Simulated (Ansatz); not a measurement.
`CC1=[N+](C)[B-](C)(C)N1C` + H₂O → `CB(C)O` + `C/N=C(\C)NC`  (formal hydrolysis of a B–N bond)

Computed with Ansatz on PBE0-D4/def2-TZVP structures; ΔE is electronic, products minus reactants. CCSD(T)/CBS adds triple-zeta CCSD(T) − MP2 to the extrapolated MP2 energy (def2 sets, frozen cores). This one scheme is used for every species. Functionals use def2-TZVPP. B3LYP here is the variant with VWN-RPA as its local correlation; programs differ in this. HSE06 is defined as in plane-wave codes. Each species was taken in one conformer, which may not be the lowest.

| level | ΔE (kJ/mol) | difference from CCSD(T)/CBS |
| --- | --- | --- |
| LDA (SPW92) | -17.4 | 12.7 |
| PBE-D4 | -23.5 | 6.6 |
| revPBE-D4 | -16.7 | 13.4 |
| BLYP-D4 | -38.8 | -8.7 |
| r2SCAN-D4 | -37.4 | -7.3 |
| B97M-V | -45.9 | -15.8 |
| B3LYP-D4 | -39.9 | -9.8 |
| r2SCAN0-D4 | -35.8 | -5.7 |
| BHLYP-D4 | -46.7 | -16.6 |
| CAM-B3LYP-D4 | -44.4 | -14.3 |
| ωB97X-V | -37.4 | -7.3 |
| ωB97M-V | -39.1 | -9.0 |
| B2PLYP | -47.5 | -17.4 |
| PBE | -37.8 | -7.7 |
| revPBE | -44.3 | -14.2 |
| BLYP | -65.4 | -35.3 |
| r2SCAN | -42.6 | -12.5 |
| PBE0 | -37.7 | -7.6 |
| B3LYP | -61.5 | -31.4 |
| r2SCAN0 | -41.8 | -11.7 |
| HSE06 | -37.0 | -6.9 |
| BHLYP | -64.0 | -33.9 |
| CAM-B3LYP | -58.2 | -28.1 |
| LC-ωPBE | -36.6 | -6.5 |
| RPA@PBE/def2-TZVPP | -27.6 | 2.5 |
| HF/def2-SVP | -82.1 | -52.0 |
| MP2/def2-SVP | -25.8 | 4.3 |
| CCSD/def2-SVP | -41.4 | -11.3 |
| CCSD(T)/def2-SVP | -34.0 | -3.9 |
| HF/def2-TZVPP | -84.1 | -54.0 |
| MP2/def2-TZVPP | -17.9 | 12.2 |
| SCS-MP2/def2-TZVPP | -30.2 | -0.1 |
| CCSD/def2-TZVPP | -37.9 | -7.8 |
| CCSD(T)/def2-TZVPP | -29.8 | 0.3 |
| HF/def2-QZVPP | -84.5 | -54.4 |
| MP2/def2-QZVPP | -18.2 | 11.9 |
| SCS-MP2/def2-QZVPP | -30.8 | -0.7 |
| HF/CBS(def2) | -84.5 | -54.4 |
| MP2/CBS(def2) | -18.2 | 11.9 |
| CCSD/CBS(def2) | -38.2 | -8.1 |
| CCSD(T)/CBS | -30.1 | 0 |

Largest T1 diagnostic among the species: 0.013.

The D4 term adds +21.6 kJ/mol with B3LYP and +13.2 kJ/mol with PBE0; it sums over pairs of atoms, weighted by their polarisabilities, and B3LYP, whose exchange is more repulsive, gets the larger term. In def2-TZVPP, CCSD(T) changes the Hartree–Fock value by +54.3 kJ/mol (the triples alone add +8.1 kJ/mol) and MP2 by +66.2 kJ/mol.

CCSD(T)/CBS has its own doubt, a few kJ/mol and more with outer-core shells, so smaller differences from it don't rank the levels.
